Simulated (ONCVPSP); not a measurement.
u(r) = r·R(r): atom against pseudo-atom (Br (Z = 35))

Columns: radius, all-electron u(r) and pseudo u(r) of the 3p shell (level -197.34 eV) of bromine in the configuration [Ne] 3s2 3p6 3d10 4s2 4p3; BLYP, scalar-relativistic, ONCV scheme, ONCVPSP 4.0.1.

| r (bohr) | all-electron | pseudo |
| --- | --- | --- |
| 0.055 | -0.5592 | 0.0506 |
| 0.110 | -0.7655 | 0.1929 |
| 0.165 | -0.4202 | 0.4046 |
| 0.220 | 0.1347 | 0.6538 |
| 0.275 | 0.6602 | 0.9049 |
| 0.330 | 1.0562 | 1.1263 |
| 0.385 | 1.3041 | 1.2939 |
| 0.440 | 1.4226 | 1.3946 |
| 0.495 | 1.4428 | 1.4259 |
| 0.550 | 1.3956 | 1.3951 |
| 0.605 | 1.3065 | 1.3162 |
| 0.660 | 1.1942 | 1.2058 |
| 0.715 | 1.0722 | 1.0804 |
| 0.770 | 0.9494 | 0.9533 |
| 0.825 | 0.8315 | 0.8325 |
| 0.880 | 0.7218 | 0.7218 |
| 0.935 | 0.6221 | 0.6220 |
| 0.990 | 0.5331 | 0.5330 |
| 1.045 | 0.4545 | 0.4544 |
| 1.100 | 0.3858 | 0.3858 |
| 1.155 | 0.3264 | 0.3263 |
| 1.210 | 0.2752 | 0.2752 |
| 1.265 | 0.2315 | 0.2314 |
| 1.320 | 0.1942 | 0.1942 |
| 1.375 | 0.1626 | 0.1626 |
| 1.430 | 0.1359 | 0.1359 |

How many radial nodes do the two functions have?

The all-electron 3p function has n − l − 1 = 1; the pseudo-wave has 0, since the states of the same l below it are removed with the core.

At about which radius was the pseudo-wave matched?

0.95 bohr. The columns agree to 0.0005 from 0.88 bohr on; several derivatives are matched, so the curves merge somewhat inside the radius.

Is the pseudo-wave norm-conserving?

Yes: the ONCV scheme keeps the norm inside the radius equal to the all-electron one, which fixes the energy derivative of the logarithmic derivative at the level.
